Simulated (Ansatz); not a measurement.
Reaction (formal hydrolysis of a B–Br bond): `COB(Br)OC` + H₂O → `COB(O)OC` + HBr

Computed with Ansatz on PBE0-D4/def2-TZVP structures; ΔE is electronic, products minus reactants. CBS: MP2 limit from def2 TZ/QZ plus the TZ coupled-cluster correction, frozen cores. This one scheme is used for every species. Functionals use def2-TZVPP. For Br outer-core shells are correlated without core-valence functions, which leaves a few kJ/mol of doubt a bond. Scalar relativity is left out up to krypton. One conformer a species, not always the lowest.

| level | ΔE (kJ/mol) |
| --- | --- |
| B97M-V | -50.2 |
| r2SCAN0-D4 | -47.3 |

**Question.** What does CCSD(T)/CBS give? (An estimate is asked.)

**Answer.** Computed: -38.9 kJ/mol. The listed levels differ from it by -11.3, -8.4 kJ/mol.

Largest T1 diagnostic among the species: 0.012.

In def2-TZVPP, CCSD(T) changes the Hartree–Fock value by +17.7 kJ/mol (the triples alone add +3.6 kJ/mol) and MP2 by +25.8 kJ/mol. From BLYP to BHLYP (50 % exact exchange), in def2-TZVPP and without D4, ΔE moves by −6.6 kJ/mol.
